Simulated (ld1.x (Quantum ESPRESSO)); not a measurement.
# Ag (Z = 47): excitation energies, all-electron against RRKJ

Ag (Z = 47), norm-conserving RRKJ (Kleinman–Bylander form), made with ld1.x (Quantum ESPRESSO) 7.5 (PBEsol, scalar-relativistic). Core [Ar] 3d10, reference 4s2 4p6 4d9 5s0 5p0 (charge +2). Waves: 4p (bound): rc 1.15 bohr; 4d (bound): rc 1.55 bohr; 4s (bound): rc 0.85 bohr. Local part: the s channel. Core correction: Bessel-smoothed model core inside 0.85 bohr. rho0 = 0.01.

Energies are relative to the spin-unpolarised reference configuration 4s2 4p6 4d9 5s0 5p0; without spin polarisation the order of configurations can differ from experiment. The frozen-core shift is the all-electron ΔE with the core orbitals held at their reference shape minus the fully relaxed ΔE.

```json
{"valence configuration": "4s2 4p6 4d10 5s1 5p0", "charge": "0", "ΔE all-electron (eV)": "-29.859", "error AE − PS (meV)": "+80", "frozen-core shift (meV)": "-0.2"}
{"valence configuration": "4s2 4p6 4d8 5s0 5p0", "charge": "+3", "ΔE all-electron (eV)": "36.182", "error AE − PS (meV)": "+0.9", "frozen-core shift (meV)": "-1.0"}
{"valence configuration": "4s2 4p6 4d10 5s0.5 5p0", "charge": "+0.5", "ΔE all-electron (eV)": "-26.839", "error AE − PS (meV)": "+48", "frozen-core shift (meV)": "+0.7"}
{"valence configuration": "4s2 4p5 4d10 5s1 5p0", "charge": "+1", "ΔE all-electron (eV)": "35.335", "error AE − PS (meV)": "+84", "frozen-core shift (meV)": "+30"}
{"valence configuration": "4s1 4p6 4d10 5s1 5p0", "charge": "+1", "ΔE all-electron (eV)": "72.114", "error AE − PS (meV)": "+58", "frozen-core shift (meV)": "+28"}
{"valence configuration": "4s2 4p6 4d9 5s2 5p0", "charge": "0", "ΔE all-electron (eV)": "-25.808", "error AE − PS (meV)": "+200", "frozen-core shift (meV)": "-4.4"}
```

**Question.** What are ΔE and the potential's error for 4s2 4p6 4d10 5s0 5p0?

**Answer.** ΔE = -22.113 eV all-electron; the error (AE − PS) is +2.5 meV.

Levels in the configuration 4s2 4p6 4d8 5s0 5p0:

| level | all-electron (eV) | pseudo (eV) |
| --- | --- | --- |
| 4s | -133.587 | -133.576 |
| 4p | -96.757 | -96.748 |
| 4d | -43.724 | -43.712 |

A variational frozen-core shift is positive and of second order in the change. This column holds negative values, so the frozen-core run of ld1.x carries numerical noise or an error of first order here, and the column gives no more than the rough size of the effect.
